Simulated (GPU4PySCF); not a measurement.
benzodifurandione dimer (PBFDO unit) (C20H8O8), SMILES O=C1Cc2cc3c(cc2O1)/C(=C1\C(=O)Oc2cc4c(cc21)OC(=O)C4)C(=O)O3.

Geometry: r2SCAN-D4/def2-SVP. The values are those of a single conformer.

Level of theory: r2SCAN-D4/def2-SVP in GPU4PySCF.

Frequencies are harmonic and unscaled.

| mode | ν (cm⁻¹) | IR (km/mol) | moving atoms (share of kinetic energy) |
|---|---|---|---|
| 1 | 9 | 0.0 | O 67 %, C 32 % |
| 2 | 37 | 3.6 | C 63 %, O 23 %, H 14 % |
| 3 | 64 | 0.0 | O 67 %, C 30 % |
| 4 | 74 | 8.1 | O 66 %, C 33 % |
| 5 | 80 | 0.0 | C 50 %, O 44 % |
| 6 | 89 | 0.0 | O 51 %, C 44 % |
| 7 | 121 | 0.0 | O 50 %, C 36 %, H 14 % |
| 8 | 124 | 4.1 | O 53 %, C 34 %, H 14 % |
| 9 | 128 | 0.0 | O 51 %, C 48 % |
| 10 | 192 | 8.0 | C 48 %, O 42 %, H 10 % |
| 11 | 231 | 0.1 | O 65 %, C 32 % |
| 12 | 235 | 5.0 | C 43 %, O 42 %, H 15 % |
| 13 | 239 | 0.1 | C 64 %, H 25 %, O 10 % |
| 14 | 250 | 0.0 | C 66 %, O 29 % |
| 15 | 259 | 6.2 | O 57 %, C 41 % |
| 16 | 270 | 0.0 | O 80 %, C 20 % |
| 17 | 344 | 3.9 | O 51 %, C 44 % |
| 18 | 351 | 0.0 | C 72 %, O 19 %, H 9 % |
| 19 | 374 | 0.0 | O 55 %, C 42 % |
| 20 | 375 | 7.8 | O 51 %, C 47 % |
| 21 | 399 | 0.0 | C 69 %, O 23 % |
| 22 | 401 | 5.3 | C 71 %, H 16 %, O 13 % |
| 23 | 421 | 0.0 | C 74 %, H 22 % |
| 24 | 434 | 0.0 | C 48 %, O 48 % |
| 25 | 467 | 9.7 | C 77 %, H 17 % |
| 26 | 494 | 0.0 | C 83 %, H 11 % |
| 27 | 522 | 2.0 | C 54 %, H 34 %, O 12 % |
| 28 | 522 | 0.0 | C 57 %, H 30 %, O 12 % |
| 29 | 544 | 38.6 | O 46 %, C 45 %, H 10 % |
| 30 | 561 | 0.0 | C 44 %, O 43 %, H 13 % |
| 31 | 595 | 0.8 | C 60 %, O 36 % |
| 32 | 649 | 0.0 | C 64 %, O 32 % |
| 33 | 653 | 0.1 | C 80 %, H 10 %, O 10 % |
| 34 | 657 | 20.7 | C 56 %, O 40 % |
| 35 | 665 | 8.0 | C 82 %, H 10 % |
| 36 | 672 | 0.0 | C 58 %, O 37 % |
| 37 | 680 | 16.3 | C 81 %, H 10 %, O 9 % |
| 38 | 702 | 0.0 | C 64 %, O 30 % |
| 39 | 705 | 8.8 | C 67 %, O 28 % |
| 40 | 727 | 0.0 | C 84 %, H 12 % |
| 41 | 728 | 0.0 | C 69 %, O 26 % |
| 42 | 739 | 1.7 | C 85 %, H 11 % |
| 43 | 774 | 13.6 | C 90 %, O 9 % |
| 44 | 797 | 16.2 | C 55 %, O 37 %, H 9 % |
| 45 | 805 | 0.4 | C 93 % |
| 46 | 808 | 0.0 | C 52 %, O 36 %, H 12 % |
| 47 | 840 | 44.1 | C 64 %, O 29 % |
| 48 | 840 | 0.0 | C 58 %, O 33 %, H 9 % |
| 49 | 862 | 144.4 | C 58 %, O 35 % |
| 50 | 871 | 18.6 | H 69 %, C 30 % |
| 51 | 871 | 0.1 | H 69 %, C 30 % |
| 52 | 891 | 82.3 | C 44 %, O 38 %, H 18 % |
| 53 | 898 | 0.3 | O 51 %, C 33 %, H 16 % |
| 54 | 923 | 0.9 | H 64 %, C 35 % |
| 55 | 924 | 14.9 | H 64 %, C 36 % |
| 56 | 943 | 16.2 | C 58 %, H 36 % |
| 57 | 944 | 42.9 | C 59 %, H 40 % |
| 58 | 945 | 175.4 | O 41 %, C 40 %, H 20 % |
| 59 | 1014 | 0.0 | C 54 %, O 23 %, H 23 % |
| 60 | 1055 | 0.4 | C 64 %, O 33 % |
| 61 | 1072 | 1138.4 | C 73 %, O 19 % |
| 62 | 1083 | 0.2 | C 65 %, H 19 %, O 16 % |
| 63 | 1110 | 564.9 | C 69 %, O 23 % |
| 64 | 1140 | 0.0 | H 83 %, C 17 % |
| 65 | 1140 | 1.7 | H 83 %, C 17 % |
| 66 | 1143 | 0.1 | C 53 %, H 35 %, O 13 % |
| 67 | 1153 | 21.5 | H 55 %, C 39 % |
| 68 | 1171 | 0.0 | C 65 %, H 31 % |
| 69 | 1187 | 54.3 | C 49 %, H 38 %, O 13 % |
| 70 | 1223 | 0.1 | C 56 %, H 39 % |
| 71 | 1226 | 33.2 | C 61 %, H 33 % |
| 72 | 1241 | 0.0 | C 55 %, H 34 %, O 11 % |
| 73 | 1245 | 29.8 | H 53 %, C 43 % |
| 74 | 1261 | 0.1 | C 59 %, H 30 %, O 11 % |
| 75 | 1282 | 138.4 | C 84 %, O 13 % |
| 76 | 1351 | 0.0 | C 84 %, O 14 % |
| 77 | 1355 | 340.7 | C 87 %, O 12 % |
| 78 | 1382 | 108.5 | H 82 %, C 17 % |
| 79 | 1383 | 0.0 | H 86 %, C 13 % |
| 80 | 1407 | 107.6 | C 83 %, H 16 % |
| 81 | 1415 | 0.0 | C 88 %, H 11 % |
| 82 | 1492 | 654.5 | C 86 %, H 10 % |
| 83 | 1497 | 0.7 | C 82 %, H 14 % |
| 84 | 1511 | 0.1 | C 97 % |
| 85 | 1513 | 45.6 | C 94 % |
| 86 | 1588 | 0.3 | C 98 % |
| 87 | 1622 | 24.2 | C 97 % |
| 88 | 1631 | 0.0 | C 97 % |
| 89 | 1678 | 0.0 | C 96 % |
| 90 | 1682 | 58.4 | C 96 % |
| 91 | 1865 | 359.8 | C 65 %, O 35 % |
| 92 | 1872 | 1.0 | C 66 %, O 33 % |
| 93 | 1929 | 1421.3 | C 65 %, O 35 % |
| 94 | 1932 | 1.6 | C 65 %, O 35 % |
| 95 | 3055 | 0.1 | H 94 % |
| 96 | 3055 | 1.9 | H 94 % |
| 97 | 3105 | 0.9 | H 91 %, C 9 % |
| 98 | 3105 | 0.3 | H 91 %, C 9 % |
| 99 | 3214 | 0.2 | H 91 %, C 9 % |
| 100 | 3214 | 0.0 | H 91 %, C 9 % |
| 101 | 3278 | 53.5 | H 91 %, C 9 % |
| 102 | 3278 | 0.0 | H 91 %, C 9 % |
